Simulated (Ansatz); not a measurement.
Compare A (`NCOC[SiH3]`) with its isomer B (`C[SiH](N)CO`).

Isolated molecules relaxed with PBE0-D4/def2-TZVP in Ansatz; ΔE leaves out vibrations. CBS: MP2 limit from def2 TZ/QZ plus the TZ coupled-cluster correction, frozen cores. DFT in def2-TZVPP. B3LYP here is the variant with VWN-RPA as its local correlation; programs differ in this. Each species was taken in one conformer, which may not be the lowest.

Question: Which is lower in electronic energy at CCSD(T)/CBS, and by how much? (Best estimate.)

Answer: Computed: B, by 187.6 kJ/mol.

Question: Give E(B) − E(A) in kJ/mol with MP2/def2-TZVPP, HF/def2-TZVPP, CCSD/def2-TZVPP, r2SCAN-D4, B2PLYP, B3LYP, PBE0-D4. (Estimate.)

Answer: The calculation gave: MP2/def2-TZVPP -191.9, HF/def2-TZVPP -167.1, CCSD/def2-TZVPP -180.6, r2SCAN-D4 -187.0, B2PLYP -180.8, B3LYP -174.8, PBE0-D4 -182.0. None reverses the order clearly.

Largest T1 diagnostic: 0.011.

From PBE to PBE0 (25 % exact exchange), in def2-TZVPP and without D4, E(B) − E(A) moves by −4.2 kJ/mol. The D4 term adds −4.6 kJ/mol with B3LYP and −2.4 kJ/mol with PBE0; it sums over pairs of atoms, weighted by their polarisabilities, and B3LYP, whose exchange is more repulsive, gets the larger term.
